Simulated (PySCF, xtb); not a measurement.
GeH5Si, SMILES [SiH3][GeH2] (connectivity only; charge and spin as stated), charge +1, multiplicity 1.

Harmonic wavenumbers (cm⁻¹) from GFN2-xTB (xtb) at its own minimum, in rising order: 23, 173, 230, 362, 449, 467, 685, 689, 695, 888, 1679, 1768, 2230, 2252, 2254.

Task: What does PBE0-D3(BJ)/def2-TZVP run with PySCF 2.14.0 give at its own minimum? (An estimate is asked for; the answer gives what the named calculation found.)

Result: 53, 304, 338, 369, 575, 638, 794, 893, 899, 914, 2174, 2206, 2233, 2280, 2304. Paired by order, the mean absolute difference is 142 cm⁻¹ and the zero-point energies are 21.2 and 24.3 kcal/mol.
